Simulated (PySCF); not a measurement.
**Calculated properties of `FC(F)(F)[SiH2]OC(C)C`**

Species: C4H9F3OSi.
Bonds: C1–C2, C2–C3, C2–O4, O4–Si5, Si5–C6, C6–F7, C6–F8, C6–F9. Hydrogens: H10, H11, H12 on C1; H13 on C2; H14, H15, H16 on C3; H17, H18 on Si5.

Some functional groups and rings: CF3 group, C–F bond, Si–H bond and C–Si bond.

**PBE0-D3(BJ)/def2-SVP geometry optimisation, gas phase (PySCF)**

```yaml
Point_group: C1
Rotational_constants_A_B_C: 2.770, 0.655, 0.602 GHz
```

From wB97X-D/def2-SVPD ground state, ΔSCF and vertical TDDFT (core frozen in the response) (PySCF):

```yaml
Dipole_moment: 3.52 D
HOMO_energy: -10.39 eV
LUMO_energy: 1.71 eV
HOMO–LUMO_gap: 12.10 eV
Lowest_singlet_excitation: 7.42 eV (167 nm, f = 0.002)
Strongest_line_among_the_10_lowest_singlet_transitions: S8 at 9.11 eV (136 nm, f = 0.062)
Lowest_triplet_excitation_Tamm–Dancoff: 7.12 eV
Static_isotropic_polarisability: 81.6 au
Vertical_ionisation_energy: 10.56 eV
Electronic_spatial_extent_⟨r²⟩_about_the_centre_of_nuclear_charge: 1882 bohr²
```

From KT3/pcSseg-1 ground state and GIAO shieldings, non-relativistic (PySCF):

```yaml
13C_chemical_shifts_computed_TMS_as_zero_by_class: 129.7 (C6), 73.2 (C2), 26.3 (C1/C3) ppm
1H_chemical_shifts_computed_TMS_as_zero_by_class: 4.70 (H17/H18), 4.01 (H13), 1.24 (H10/H11/H12/H14/H15/H16) ppm
Isotropic_shieldings_of_nuclei_other_than_C_and_H_by_class: 264 (O4), 240 (F7/F8/F9), 401 (Si5) ppm
```

Monoisotopic mass (most abundant isotopes): 158.0375 u.

The dipole equals about 11.7 × 10⁻³⁰ C·m (1 D = 3.33564 × 10⁻³⁰ C·m). With B = h/(8π²I), that is 505.379 GHz u Å² over I, the principal moments of inertia are 182.5, 772.0 and 838.9 u Å² (most abundant isotopes). S1 lies 4.68 eV below the HOMO–LUMO gap; its leading configuration is HOMO→LUMO, weight 0.87. The polarisability is 12.10 Å³ as a volume (1 au = 0.148185 Å³), or 1.00 au for each of the 82 electrons. The rotational constants make it an asymmetric top with κ = (2B − A − C)/(A − C) = -0.95, nearer the prolate limit (−1). The principal polarisabilities are 73.3, 79.9 and 91.8 au; their mean is the isotropic value. The largest Löwdin shares of the HOMO are 0.45 on O4, 0.10 on Si5, 0.10 on C2 and 0.10 on C1.

One conformer (not necessarily the lowest) at the PBE0-D3(BJ)/def2-SVP geometry, without solvent or vibrations. NMR classes are plain means over equivalent atoms (diastereotopic ones count apart unless rotation or inversion swaps them), as if these changed places fast; in this geometry the members of some classes differ.

For the TDDFT job (wB97X-D/def2-SVPD), hardware: Arm Neoverse N1, one thread, no GPU, shared host with 64 logical CPUs at a one-minute load of 58. Cost: 9.2 min wall, 1.2 GiB resident at most.

The values belong to the conformer `[CH3:1][CH:2]([CH3:3])[O:4][SiH2:5][C:6]([F:7])([F:8])[F:9]`: C1–C2–O4–Si5 80°, C2–O4–Si5–C6 150°, O4–Si5–C6–F7 -179°.
